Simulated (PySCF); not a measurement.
C3H4O2Si.

```xyz
10

O     -2.3528     0.0000     0.5101
C     -1.1783     0.0000     0.2670
C      0.0000     0.0000     1.2670
C      1.1783     0.0000     0.2670
O      2.3528     0.0000     0.5101
Si     0.0000     0.0000    -1.3201
H      0.0000    -0.8896     1.9242
H      0.0000     0.8896     1.9242
H      0.0000     1.2265    -2.1675
H      0.0000    -1.2265    -2.1675
```
Charge 0, spin multiplicity 1.

Geometry optimised at B3LYP-D3(BJ)/def2-SVP. The structure was generated by enumeration, and PubChem lists no compound with its InChIKey, so it may never have been made.

Method: PBE/pcSseg-1 run with PySCF. Non-relativistic, no solvent.

Q: Give the absolute GIAO shielding of each atom: isotropic value and principal components (ppm). (The exact figures need the calculation; the answer reports its results.)

A: 
| atom | σ(iso) | σ11 | σ22 | σ33 | span |
|---|---|---|---|---|---|
| O1 | -500.8 | -1362.1 | -480.2 | 339.9 | 1701.9 |
| C2 | -55.0 | -142.8 | -101.1 | 78.9 | 221.7 |
| C3 | 85.8 | 44.5 | 99.3 | 113.5 | 69.0 |
| C4 | -55.0 | -142.8 | -101.1 | 78.9 | 221.7 |
| O5 | -500.8 | -1362.1 | -480.2 | 339.9 | 1701.9 |
| Si6 | 376.2 | 267.3 | 334.1 | 527.3 | 260.0 |
| H7 | 27.0 | 24.2 | 27.5 | 29.3 | 5.1 |
| H8 | 27.0 | 24.2 | 27.5 | 29.3 | 5.1 |
| H9 | 25.7 | 23.3 | 25.2 | 28.5 | 5.2 |
| H10 | 25.7 | 23.3 | 25.2 | 28.5 | 5.2 |
